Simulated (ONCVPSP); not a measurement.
## What one change does to a pseudopotential (Ti, ONCV)

```
Element                 : Ti
Generator               : ONCVPSP 4.0.1
Type                    : optimised norm-conserving Vanderbilt (ONCV)
Functional              : revPBE
Relativity              : scalar-relativistic
Frozen core             : [Ne]
Valence charge          : 12
Reference configuration : 3s2 3p6 3d2 4s2
Partial waves           : 3s+4s: rc 1.60 bohr, ncon 4, nbas 8, qcut 9.3 1/bohr, 2 projectors; 3p: rc 0.95 bohr, ncon 4, nbas 7, qcut 9.6 1/bohr, 2 projectors, debl 2 Ha; 3d: rc 2.25 bohr, ncon 4, nbas 9, qcut 5.6 1/bohr, 2 projectors, debl 3.2 Ha
Local potential         : polynomial inside 0.90 bohr (lpopt 5, dvloc0 0 Ha)
Core correction         : Teter function, parameters optimised by the program
```

All-electron outer shells of the reference configuration (revPBE, scalar-relativistic, ld1.x):

```
shell  level (eV)  outermost node (bohr)  outermost maximum (bohr)
   2p     -444.22                      –                      0.22
   3s      -62.70                   0.40                      0.87
   3p      -38.88                   0.37                      0.90
   4s       -4.43                   1.24                      2.96
   3d       -4.21                      –                      0.98
```

Change: s: qcut 12.4; p: qcut 12.8; d: qcut 7.4.

Cutoffs: the cutoffs (Ha) at which the residual kinetic energy of the hardest occupied pseudo-wave falls to 1 and 0.1 mHa per electron; they do not see the model core or the augmentation charge, which bear on the density cutoff. Errors are all-electron minus pseudo energies relative to the spin-unpolarised reference configuration.

How do hardness, ghosts and transferability respond?

The potential gets neither clearly harder nor softer (38 Ha and 68 Ha → 45 Ha and 57 Ha); a bound ghost appears in s, which as a rule spoils a file; of the 4 tests that both files solve, the error grows in 0 and shrinks in 3 by more than 15 % and 0.3 meV (median size 15.7 → 7.8 meV).

```tsv
quantity	base	changed
cutoff, loose	38 Ha	45 Ha
cutoff, tight	68 Ha	57 Ha
loose cutoff by channel	s 24 Ha, p 38 Ha, d 15 Ha	s 33 Ha, p 45 Ha, d 20 Ha
bound ghosts	none	s
GHOST(+) flags under 300 eV	none	none
error for 3s2 3p6 3d2 4s1, meV [ΔE 7.28 eV]	+0.5	+0.6
error for 3s2 3p6 3d2 4s0, meV [ΔE 20.71 eV]	-4.5	+0.8
error for 3s2 3p6 3d1 4s0, meV [ΔE 47.57 eV]	+233	+136
error for 3s2 3p6 3d2.5 4s1.5, meV [ΔE 0.36 eV]	+27	+15
s: phases at 1.62 bohr within 0.05 rad from the reference energy up to (Ha; the scan ends near 5)	to the end of the scan	to the end of the scan
p: phases at 0.96 bohr within 0.05 rad from the reference energy up to (Ha; the scan ends near 5)	to the end of the scan	to the end of the scan
d: phases at 2.28 bohr within 0.05 rad from the reference energy up to (Ha; the scan ends near 5)	4.3	to the end of the scan
rms error of d²Exc/dni dnj with the model core, mHa	1.62	0.73
```

 A true bound ghost makes a file unfit for plane-wave use even where its test errors are small: the radial tests pick states by their node count and pass the ghost by.
